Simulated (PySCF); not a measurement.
Polarisability and C₆ of Fe⁺ (iron, charge +1)

[Ar] 3d6 4s1, high-spin 6D determinant. Calculation: PySCF 2.14, in x2c-QZVPPall with one added diffuse shell each of s, p, d, f, g type (12s8p6d5f3g, 128 functions); the spin-free X2C one-electron Hamiltonian (Gaussian nucleus). Coupled (time-dependent) response in atomic units; α is the mean over directions.

| method | mean α (bohr³) | α xx, yy, zz | C₆ (like pair) | S(−4) |
| --- | --- | --- | --- | --- |
| UHF | 34.67 | 33.44, 33.44, 37.12 | 180.7 | 1121 |
| PBE | 24.65 | 24.31, 24.31, 25.31 | 123.4 | 470.8 |

S(−4) is the Cauchy moment in α(ω) = α(0) + S(−4) ω² + …

α(iu) at UHF:

```json
{"u (hartree)": "0", "α(iu) (bohr³)": "34.67"}
{"u (hartree)": "0.0500", "α(iu) (bohr³)": "32.10"}
{"u (hartree)": "0.100", "α(iu) (bohr³)": "26.44"}
{"u (hartree)": "0.200", "α(iu) (bohr³)": "16.29"}
{"u (hartree)": "0.300", "α(iu) (bohr³)": "10.69"}
{"u (hartree)": "0.500", "α(iu) (bohr³)": "5.944"}
{"u (hartree)": "0.750", "α(iu) (bohr³)": "3.749"}
{"u (hartree)": "1.00", "α(iu) (bohr³)": "2.732"}
{"u (hartree)": "1.50", "α(iu) (bohr³)": "1.753"}
{"u (hartree)": "2.00", "α(iu) (bohr³)": "1.262"}
{"u (hartree)": "3.00", "α(iu) (bohr³)": "0.7609"}
{"u (hartree)": "5.00", "α(iu) (bohr³)": "0.3682"}
```

A single London oscillator, α(iu) = α/(1 + u²/ω²), gives C₆ = (3/4) ω α². Matching the computed C₆ needs ω = 4 × 180.7 / (3 × 34.67²) = 0.200 hartree.

For an ion, C₆ is the dispersion term alone; charge-induced terms of lower order in 1/R come first.

The components differ because the open shell of this determinant is not spherical; for a pure term their mean is the scalar polarisability.
